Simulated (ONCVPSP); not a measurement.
Building the ONCV potential for Tc (PBEsol, scalar-relativistic).

technetium (Tc), optimised norm-conserving Vanderbilt (ONCV), made with ONCVPSP 4.0.1 (PBEsol, scalar-relativistic). Core [Ar] 3d10, reference 4s2 4p6 4d5 5s2. Waves: 4s+5s: rc 2.00 bohr, ncon 4, nbas 7, qcut 5.8 1/bohr, 2 projectors; 4p: rc 1.35 bohr, ncon 4, nbas 8, qcut 5.4 1/bohr, 2 projectors, debl 1.8 Ha; 4d: rc 1.40 bohr, ncon 4, nbas 8, qcut 7.3 1/bohr, 2 projectors, debl 3.9 Ha; f scattering state at 0.06 Ha: rc 2.00 bohr, ncon 4, nbas 7, qcut 5.5 1/bohr, 2 projectors, debl 2 Ha. Local part: polynomial inside 1.10 bohr (lpopt 5, dvloc0 3 Ha). Core correction: Teter function, fcfact 5.25, rcfact 1.2.

All-electron outer shells of the reference configuration (PBEsol, scalar-relativistic, ld1.x):

| shell | level (eV) | outermost node (bohr) | outermost maximum (bohr) |
| --- | --- | --- | --- |
| 3d | -249.88 | – | 0.31 |
| 4s | -73.32 | 0.50 | 0.95 |
| 4p | -45.30 | 0.51 | 1.03 |
| 4d | -6.67 | 0.50 | 1.27 |
| 5s | -5.08 | 1.28 | 2.72 |

Problem. Estimate the cutoffs (Ha) at which the residual kinetic energy of the hardest occupied pseudo-wave falls to 1 and 0.1 mHa per electron.

Solution. 56 Ha and 109 Ha.

Problem. Does the potential have ghost states?

Solution. No bound ghost flagged; no localised positive-energy state flagged.

Problem. Which valence shell sets the plane-wave cutoff?

Solution. 4p: 56 Ha for 1 mHa per electron, against 23 Ha for 4d.

Problem. Tests: 4s2 4p6 4d5 5s1; 4s2 4p6 4d5 5s0; 4s2 4p6 4d4 5s0; 4s2 4p6 4d4 5s2 5p1. Which has the largest error in its energy relative to the reference configuration, and how large is it?

Solution. 4s2 4p6 4d5 5s0, with -11 meV (all-electron minus pseudo) on +23.04 eV.
